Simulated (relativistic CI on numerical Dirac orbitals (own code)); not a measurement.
**Sensitivity of the levels of F4+ to α**

Computed by Dirac-Coulomb-Breit CI, KLI orbitals optimised for each configuration, valence Slater integrals scaled by 0.85, P86 correlation energy added to each configuration, derivatives by finite differences, QED left out (own radial code, finite nucleus).

Configuration list (outside the closed core 1s2): 2s²2p, 2s2p², 2p³, 2s²3s, 2s²3p, 2s²3d, 2p²3s, 2p²3p. Levels of other configurations are missing.

With x = (α/α₀)² − 1 an excitation energy changes as ω = ω₀ + qx; K = 2q/ω₀ is the relative enhancement. Terms are leading LS components, so labels can repeat.

Lowest level 2s²2p ²P°1/2.

```tsv
Level	ω₀ (cm⁻¹)	q (cm⁻¹)	K
2s²2p ²P°3/2	737	738	2
2s2p² ⁴P1/2	87710	1034	0.0236
2s2p² ⁴P3/2	87960	1286	0.0293
2s2p² ⁴P5/2	88314	1640	0.0371
2s2p² ²D5/2	153673	1447	0.0188
2s2p² ²D3/2	153699	1469	0.0191
2s2p² ²S1/2	191449	1518	0.0159
2s2p² ²P1/2	212088	1263	0.0119
2s2p² ²P3/2	212546	1716	0.0161
2p³ ⁴S°3/2	279756	2505	0.0179
2p³ ²D°5/2	316629	2465	0.0156
2p³ ²D°3/2	316684	2512	0.0159
2p³ ²P°1/2	351075	2494	0.0142
```

At this charge configurations can still be misplaced by up to about 7 % of their energy.
